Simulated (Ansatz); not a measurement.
`[OH][Mo]([F])([F])([F])([F])[Cl]`, 8 atoms. Charge 0, multiplicity 1. Correlated methods include outer-core shells of Mo, which these sets cover unevenly. Mo: def2 effective core potential. All runs use 4 threads of an Intel Xeon Platinum 8488C on a shared host. Correlated methods freeze the cores.

How many basis functions does each run have, and how long does it take in Ansatz? RKS LC-ωPBE/def2-TZVPP energy; direct RPA on PBE orbitals/def2-TZVPP energy; RKS ωB97M-V/def2-QZVPP energy; RHF-CCSD(T)/def2-SVP energy; RKS PBE0-D4/def2-TZVP relaxation (24 steps); RHF-MP2/def2-TZVPP energy; RKS PBE-QIDH (frozen core)/def2-TZVPP energy; RKS PBE0-D4/def2-SVP energy; RHF-MP2/def2-QZVPP energy; RKS r2SCANh-D4/def2-TZVPP energy; RKS r2SCAN0-D4/def2-TZVPP energy; RKS ωB97M-V/def2-SVP energy. (An estimate is asked.)

Ansatz gave: Other jobs shared the machine, so times are rough.

| level | job | functions | wall time | peak host memory (GiB) |
| --- | --- | --- | --- | --- |
| RKS PBE0-D4/def2-SVP | energy | 124 | 2.3 s | 0.32 |
| RKS LC-ωPBE/def2-TZVPP | energy | 267 | 4.9 s | 0.56 |
| RHF-MP2/def2-TZVPP | energy | 267 | 8 s | 0.8 |
| RKS r2SCANh-D4/def2-TZVPP | energy | 267 | 9 s | 0.86 |
| RKS r2SCAN0-D4/def2-TZVPP | energy | 267 | 9 s | 0.89 |
| RKS ωB97M-V/def2-SVP | energy | 124 | 11 s | 0.47 |
| RKS PBE-QIDH (frozen core)/def2-TZVPP | energy | 267 | 11 s | 1.1 |
| direct RPA on PBE orbitals/def2-TZVPP | energy | 267 | 13 s | 0.81 |
| RKS ωB97M-V/def2-QZVPP | energy | 466 | 26 s | 2.4 |
| RHF-CCSD(T)/def2-SVP | energy | 124 | 31 s | 0.96 |
| RHF-MP2/def2-QZVPP | energy | 466 | 34 s | 2.8 |
| RKS PBE0-D4/def2-TZVP | relaxation (24 steps) | 238 | 2.6 min | 0.82 |

LC-ωPBE has ω = 0.4 bohr⁻¹.
